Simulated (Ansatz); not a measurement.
`CBCNC`, one more setting.

```yaml
crystal:
  periodic: [false, false, false]
  atoms:
    - {symbol: C, position_ang: [-1.602298, -0.264705, 1.077780]}
    - {symbol: B, position_ang: [-0.077889, -0.375962, 1.361351]}
    - {symbol: C, position_ang: [1.021324, -0.544928, 0.264395]}
    - {symbol: N, position_ang: [0.599007, -0.435453, -1.119566]}
    - {symbol: C, position_ang: [0.344223, 0.931153, -1.515893]}
    - {symbol: H, position_ang: [-1.903685, 0.771858, 1.290389]}
    - {symbol: H, position_ang: [-1.881613, -0.493440, 0.047915]}
    - {symbol: H, position_ang: [-2.192795, -0.873164, 1.769485]}
    - {symbol: H, position_ang: [0.312928, -0.363649, 2.500125]}
    - {symbol: H, position_ang: [1.896644, 0.090488, 0.507451]}
    - {symbol: H, position_ang: [1.383880, -1.571171, 0.449183]}
    - {symbol: H, position_ang: [1.303601, -0.830073, -1.728660]}
    - {symbol: H, position_ang: [1.194314, 1.612479, -1.337160]}
    - {symbol: H, position_ang: [0.091432, 0.970774, -2.577447]}
    - {symbol: H, position_ang: [-0.510975, 1.324996, -0.960047]}
basis:
  gaussian: {orbitals: aug-cc-pVDZ}
hamiltonian: {xc: {name: HF}}
correlation: {active_space: {window: {electrons: 2, orbitals: 1}}}
accuracy: high
```

```sh
$ ansatz run in.yaml --threads 4 --pin off --events-out ev --progress --plain --max-ram 10444MiB
```

Shortened log:

```
Functional definition: HF
4050 factors; integrals over basis functions are off by at most 3.4e-9 eV
mean field evaluation 1: about -5397.6559 eV, gradient 4.5e1 eV
mean field evaluation 2: about -5397.7248 eV, gradient 4.5e1 eV
mean field evaluation 4: about -5403.0559 eV, gradient 4.7e0 eV
mean field evaluation 8: about -5403.1337 eV, gradient 4.0e-4 eV
mean field -5403.13372441 eV, -198.5615019964 hartree, gradient 1.2e-8 eV, S^2 0.000000; 0 other end points of the search recorded, 0 dependent functions left out
reference -5403.13372441 eV, -198.5615019964 hartree; 20, 20 occupied and 185, 185 virtual orbitals, 4050 factors
state -5403.13372441 eV, -198.5615019964 hartree
Total energy: -5403.13372441 eV, -198.5615019964 hartree
```

Hardware: 4 threads of an Arm Neoverse V1 on a shared host. Wall time 11 s, peak host memory 1.3 GiB.
